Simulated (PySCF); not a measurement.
CH6ClNSi, SMILES C[SiH](N)Cl.

Coordinates come from a PBE-D3(BJ)/def2-SVP optimisation. The values are those of a single conformer.

All values below come from PBE-D3(BJ)/def2-SVP (PySCF).

Frequencies are harmonic and unscaled.

```
mode  ν (cm⁻¹)  IR (km/mol)    moving atoms (share of kinetic energy)
----  --------  -----------  ----------------------------------------
1          147          0.2                                    H 96 %
2          183          6.6          H 36 %, C 28 %, Cl 19 %, Si 11 %
3          205          6.7  H 42 %, N 25 %, Cl 12 %, C 11 %, Si 10 %
4          248          6.5          H 38 %, Si 26 %, Cl 16 %, N 15 %
5          294         22.7                   H 67 %, N 15 %, Si 12 %
6          464         56.1          H 50 %, N 23 %, Cl 18 %, Si 10 %
7          497        205.9           Si 33 %, Cl 27 %, H 27 %, N 9 %
8          618         14.9                                    H 92 %
9          687         33.4                   C 40 %, H 30 %, Si 24 %
10         740          2.5                            H 79 %, C 15 %
11         808          8.7                    H 62 %, N 20 %, C 10 %
12         847        167.0                    H 77 %, Si 12 %, C 9 %
13         871         62.4                   H 48 %, N 24 %, Si 22 %
14         899        158.5                   H 62 %, Si 23 %, N 13 %
15        1220         27.9                            H 77 %, C 22 %
16        1378          4.5                                    H 96 %
17        1382          3.2                                    H 96 %
18        1499         38.7                            H 90 %, N 10 %
19        2193        117.1                                    H 97 %
20        2980          1.0                                    H 97 %
21        3080          2.2                             H 91 %, C 9 %
22        3091          1.8                             H 91 %, C 9 %
23        3478         22.2                                    H 96 %
24        3571         24.2                             H 91 %, N 9 %
```
